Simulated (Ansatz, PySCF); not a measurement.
Gas-phase reaction in SMILES: CCN([SiH3])CC + 5 [H][H] (H2) -> 4 C (CH4) + N (NH3) + [SiH4] (SiH4)
Each molecule is optimised on its own at B3LYP-D3(BJ)/def2-TZVP (Ansatz, a quantum-chemistry and plane-wave program), one conformer each, not searched for the lowest.

Quantity: energy of full hydrogenation (enthalpy at 298 K, with B3LYP-D3(BJ) rigid-rotor harmonic-oscillator terms from PySCF), in kcal/mol. Valence correlation only, unless marked. No spin-orbit coupling. Non-relativistic. Basis-set limits of correlation are two-point, X^-3; Hartree-Fock from the larger set. The bracket is a focal-point correction in the basis named.

```tsv
level	program	energy of full hydrogenation (kcal/mol)
revPBE/def2-TZVPD	Ansatz	-67.4
r2SCAN/def2-TZVPD	Ansatz	-59.1
r2SCAN-D3(BJ)/def2-TZVPD	Ansatz + dftd3	-56.9
PBE0-D3(BJ)/def2-TZVP	Ansatz + dftd3	-58.0
BHLYP-D3(BJ)/def2-TZVPD	Ansatz + dftd3	-62.2
CAM-B3LYP-D3(BJ)/def2-TZVPD	Ansatz + dftd3	-61.0
wB97X-V/def2-TZVPD	Ansatz	-57.2
B2PLYP/def2-TZVPD	Ansatz	-62.5
MP2/aug-cc-pV(D+d)Z	Ansatz	-57.3
RI-MP2/CBS(aug-cc-pV(T+d)Z,aug-cc-pV(Q+d)Z)	Ansatz	-53.4
SCS-MP2/6-31G	Ansatz	-61.1
SCS-MP2/6-31G*	Ansatz	-49.7
SCS-MP2/aug-cc-pV(D+d)Z	Ansatz	-60.5
CCSD(T)/aug-cc-pV(D+d)Z	Ansatz	-61.3
RI-MP2/CBS(aug-cc-pV(T+d)Z,aug-cc-pV(Q+d)Z)+[CCSD(T)-MP2]/aug-cc-pV(T+d)Z	Ansatz	-57.6
```
